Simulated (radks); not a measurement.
Question: The mean radii <r> (bohr) of the occupied orbitals of an atom or ion are listed with their occupations. All-electron calculation, Dirac Kohn-Sham, PBE, spin-unpolarised, spherical densities, finite nucleus; Fermi nuclear charge, rms radius of each element as measured or else 0.836 A^(1/3) + 0.57 fm. Program: a radial shooting solver on a logarithmic mesh with Libxc functionals.

| orbital | occ. | <r> |
|---|---|---|
| 1s1/2 | 2 | 0.03040 |
| 2s1/2 | 2 | 0.1313 |
| 2p1/2 | 2 | 0.1112 |
| 2p3/2 | 4 | 0.1164 |
| 3s1/2 | 2 | 0.3580 |
| 3p1/2 | 2 | 0.3493 |
| 3p3/2 | 4 | 0.3603 |
| 3d3/2 | 4 | 0.3325 |
| 3d5/2 | 6 | 0.3360 |
| 4s1/2 | 2 | 0.8681 |
| 4p1/2 | 2 | 0.9201 |
| 4p3/2 | 4 | 0.9479 |
| 4d3/2 | 4 | 1.146 |
| 4d5/2 | 3 | 1.158 |
| 5s1/2 | 2 | 2.317 |
| 5p1/2 | 2 | 2.774 |

Name the element and its charge. Open shells, if any, fill j = l - 1/2 first.

Answer: Z = 48, cadmium, charge +1: Cd+ in [Kr] 4d7 5s2 5p2. The 1s radius gives Z: for a bare nucleus <r> = (2 gamma + 1)/(2Z) with gamma = sqrt(1 - (Z/c)^2), 0.02993 bohr for Z = 48, and screening makes it slightly larger (0.03040 here). The occupations add up to 47, and the charge is Z minus that.
